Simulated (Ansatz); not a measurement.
`NCSCF` + `C[NH][GaH2]` → `C[NH][GaH][CH2]F` + `NCS`  (formal exchange of groups at a C–S bond)

Computed with Ansatz on PBE0-D4/def2-TZVP structures; ΔE is electronic, products minus reactants. CBS: MP2 limit from def2 TZ/QZ plus the TZ coupled-cluster correction, frozen cores. DFT in def2-TZVPP. B3LYP here is the variant with VWN-RPA as its local correlation; programs differ in this. For Ga outer-core shells are correlated without core-valence functions, which leaves a few kJ/mol of doubt a bond. Scalar relativity is left out up to krypton. One conformer a species, not always the lowest.

```tsv
level	ΔE (kJ/mol)	difference from CCSD(T)/CBS
PBE-D4	0.3	7.0
PBE0-D4	-0.5	6.2
ωB97X-V	-1.0	5.7
ωB97M-V	-1.7	5.0
B2PLYP	-3.6	3.1
r2SCAN	1.4	8.1
PBE0	-0.6	6.1
B3LYP	-3.9	2.8
HF/def2-TZVPP	-1.1	5.6
MP2/def2-TZVPP	-4.3	2.4
SCS-MP2/def2-TZVPP	-4.4	2.3
CCSD(T)/def2-TZVPP	-6.0	0.7
SCS-MP2/def2-QZVPP	-4.4	2.3
HF/CBS(def2)	-0.5	6.2
MP2/CBS(def2)	-5.0	1.7
CCSD/CBS(def2)	-8.2	-1.5
CCSD(T)/CBS	-6.7	0
```

Largest T1 diagnostic among the species: 0.015.

In def2-TZVPP, CCSD(T) changes the Hartree–Fock value by −4.9 kJ/mol (the triples alone add +1.4 kJ/mol) and MP2 by −3.2 kJ/mol.
